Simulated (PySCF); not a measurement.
# RbSb⁺: one state, many levels of theory

State: ⁴Σ⁻ (quartet), unpaired electrons σ ↑, π ↑↑. Set-up: basis Rb def2-SVPD with ECP28, Sb def2-SVPD with ECP28; scalar-relativistic core potentials; PySCF 2.14. De refers to Rb⁺ + Sb in their high-spin ground configurations, without counterpoise correction. The functionals are run spin-unrestricted. A positive dipole points towards Sb; it is taken about the centre of mass and depends on that origin.

```tsv
Level	Re (Å)	ωe (cm⁻¹)	De (eV)	μ (D)
UHF	4.262	35.1	0.114	-10.29
UHF-MP2	4.081	42.3	0.159	n/a
UHF-SCS-MP2	4.107	41.2	0.151	n/a
PBE	4.017	42.9	0.183	-9.15
r²SCAN	4.049	41.5	0.149	-9.44
TPSSh	4.060	40.9	0.156	-9.42
PBE0	4.023	42.1	0.162	-9.31
r²SCAN0	4.032	42.0	0.148	-9.42
B2PLYP	4.060	41.8	0.156	-9.51
```

(1) What does a quarter of exact exchange do here, going from PBE to PBE0?

(2) What does the step from GGA to meta-GGA do here, going from PBE to r²SCAN?

(3) What does a quarter of exact exchange do here, going from r²SCAN to r²SCAN0?

Correlated steps freeze 4 core orbitals. The bond is weak. Basis-set superposition, not corrected here, can be much of De in a small basis, most of all at correlated wavefunction levels. Spin–orbit coupling is left out, which matters for elements this heavy, above all for dissociation energies. For an ion De counts to the pair picked by the measured ionisation energies or electron affinities, which need not be the lowest pair at this level. B2PLYP dipoles, levels and charges come from its SCF part alone. The state is the lowest determinant that a PBE0 search found; another state may lie lower at other levels.

The whole job (state search and all levels along the bond) took about 2 min on 1 thread of Arm Neoverse V1 (shared host), peak memory 0.78 GiB.

Results:

(1) PBE0 less PBE: +0.6 pm in Re, -1.9 % in ωe, -0.02 eV in De. Exact exchange removes part of the self-interaction that spreads semilocal densities, and in most molecules shortens and stiffens the bond and lowers De; here Re goes the other way.

(2) r²SCAN less PBE: +3.2 pm in Re, -3.3 % in ωe, -0.03 eV in De. 

(3) r²SCAN0 less r²SCAN: -1.7 pm in Re, +1.2 % in ωe, -0.00 eV in De. Exact exchange removes part of the self-interaction that spreads semilocal densities, and in most molecules shortens and stiffens the bond and lowers De; so it does here.
